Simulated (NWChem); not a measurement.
NbHSOCl2; SMILES [OH][Nb](=[S])([Cl])[Cl]

```xyz
6

Nb     0.0377    -0.1935     0.0000
S      1.9774     0.7391     0.0000
Cl    -1.0778     0.4446    -1.9078
Cl    -1.0778     0.4446     1.9078
O      0.2942    -2.0525     0.0000
H      1.1078    -2.5905     0.0000
```
Atoms are numbered in this order, from 1.

Computed with NWChem. Geometry: optimised at PBE-D3(BJ)/def2-SVP. Not confirmed as a minimum by frequencies. def2 effective core potentials on Nb; no spin-orbit coupling. Vertical excitations in the gas phase; the lowest state need not have the same character in each row.

```csv
level,"lowest excitation, singlet (eV)",oscillator strength of that lowest state,orbital gap (eV)
"PBE/def2-SVP, full TDDFT",3.49,0.002,3.40
"B3LYP/def2-SVP, full TDDFT",3.56,0.002,4.84
"Hartree-Fock/def2-SVP, TDHF",3.77,0.000,11.18
```
